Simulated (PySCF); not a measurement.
Bonds (- single, = double, # triple, : aromatic): F1-C2 1.382 Å, C2-C3 1.491 Å, C3=C4 1.326 Å, C4-O5 1.335 Å, O5-Si6 1.634 Å. C2 carries H7, H8; C3 carries H9; C4 carries H10; Si6 carries H11, H12, H13. Stereochemistry as in FC/C=C/O[SiH3].

[PySCF 2.14: GIAO PBE0/pcSseg-1 shieldings; geometry: GFN2-xTB; rapidly exchanging positions averaged; gas phase; no relativistic terms; one computed conformer]

Question: List the cross peaks expected in HSQC, COSY and HMBC spectra.

Answer: 

HSQC (one-bond C–H):
```tsv
δH	δC
6.80 (H10)	156.3 (C4)
5.24 (H9)	109.7 (C3)
5.11 (H7/H8)	83.4 (C2)
```

COSY cross peaks (H two or three bonds apart, from the bond graph; peaks can be absent where the dihedral angle is near 90°):
```tsv
δH	δH
6.80 (H10)	5.24 (H9)
5.24 (H9)	5.11 (H7/H8)
```

HMBC (two and three bonds, from the bond graph; two-bond peaks within aromatic rings are usually weak or absent):
```tsv
δH	δC
6.80 (H10)	109.7 (C3), 83.4 (C2)
5.24 (H9)	156.3 (C4), 83.4 (C2)
5.11 (H7/H8)	156.3 (C4), 109.7 (C3)
4.98 (H11/H12/H13)	156.3 (C4)
```

Shifts are taken against calculated references (same method and geometry level): ¹H (σ = 31.72 ppm), ¹³C (σ = 186.93 ppm) against TMS.

Short H···H contacts in this conformer between protons four or more bonds apart (candidates for NOE cross peaks, intensity ∝ r⁻⁶): H8···H10 2.41 Å.

Shifts are as computed. Against solution values, carbons near 30 ppm lie about +3 ppm off and those near 130 ppm about +5 ppm (rms about the fit 2.1 ppm; single classes can miss by 10 ppm). Of 1328 compounds with measured shifts, 309 miss one by over three times the rms of a fit or turn the order of signals round; such compounds aren't used in these exercises. Signals without a measured value on file couldn't be tested in this way; 1H shifts scatter by 0.2 ppm about their fit, and single ones miss by 0.5 ppm.
